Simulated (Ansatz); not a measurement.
Energy difference R1 → P1 + P2, each structure at its B3LYP-D3(BJ)/def2-TZVP stationary point, reached from a drawn start (curvature not checked).
R1, H6W (SMILES [WH6]) (charge 0, multiplicity 1, Z-matrix in Å and degrees):
```
W
H 1 1.6678
H 1 1.6679 2 63.00
H 1 1.6679 2 62.99 3 71.82
H 1 1.7134 2 67.70 4 144.09
H 1 1.7135 2 119.70 4 -110.47
H 1 1.7135 2 119.69 4 38.66
```
P1, H5W (SMILES [WH5]) (charge 0, multiplicity 2):
```json
[
 {"atom": "W", "x (Å)": "-0.2455", "y (Å)": "-0.0017", "z (Å)": "0.0019"},
 {"atom": "H", "x (Å)": "0.5647", "y (Å)": "0.0093", "z (Å)": "1.4891"},
 {"atom": "H", "x (Å)": "0.5452", "y (Å)": "-0.0020", "z (Å)": "-1.4956"},
 {"atom": "H", "x (Å)": "1.4331", "y (Å)": "0.0124", "z (Å)": "-0.0099"},
 {"atom": "H", "x (Å)": "-1.1607", "y (Å)": "1.4554", "z (Å)": "0.0012"},
 {"atom": "H", "x (Å)": "-1.1369", "y (Å)": "-1.4734", "z (Å)": "0.0133"}
]
```
P2: H atom, charge 0, multiplicity 2.

P less R. No zero-point or thermal terms; singlets are restricted closed shells; open shells are unrestricted; no spin–orbit coupling. The spin states of the d-block species are the ones drawn and need not be the lowest.

Cores are frozen in the correlated methods.

Programs: Ansatz (Gaussian orbitals). Each number belongs to the level named beside it. Elements past Kr take the def2 small-core potentials, without spin–orbit coupling.

Question: One of these levels gives 1.475 eV for the reaction energy. Which?
(A) BLYP/def2-TZVPP
(B) SVWN5/def2-TZVPP
(C) CCSD/def2-SVP
(D) HF/def2-SVP

Answer: D, HF/def2-SVP. The others give 3.624 (SVWN5/def2-TZVPP), 2.953 (BLYP/def2-TZVPP), 2.699 (CCSD/def2-SVP)

Ansatz is a program for electronic structure.
